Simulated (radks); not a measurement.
Coulomb parameter of the 5d shell of the iridium ion Ir2+ in the model configuration [Xe] 4f14 5d5.5 6p1.5, as a second difference U = [E(n + 0.5) + E(n - 0.5) - 2 E(n)] / (0.5)^2 with all orbitals relaxed. "Bare": the charge of the atom changes with n. "Screened": the 6p shell takes up the change at fixed total charge, which measures U(5d,5d) + U(6p,6p) - 2 U(5d,6p). Method: scalar-relativistic Kohn-Sham, BLYP, spin-unpolarised, spherical densities, finite nucleus; Fermi nuclear charge, rms radius 5.4032 fm; computed with a radial shooting solver on a logarithmic mesh with Libxc functionals.

start: configuration [Xe] 4f14 5d5.5 6p1.5; E - E(n) (eV) 0.000
bare +0.5: configuration [Xe] 4f14 5d6 6p1.5; E - E(n) (eV) -13.485
bare -0.5: configuration [Xe] 4f14 5d5 6p1.5; E - E(n) (eV) 16.532
screened +0.5: configuration [Xe] 4f14 5d6 6p1; E - E(n) (eV) -6.430
screened -0.5: configuration [Xe] 4f14 5d5 6p2; E - E(n) (eV) 7.018

U(bare) = 12.189 eV, U(screened by 6p) = 2.353 eV, against the Slater integral F0(5d,5d) = 15.888 eV with frozen orbitals.
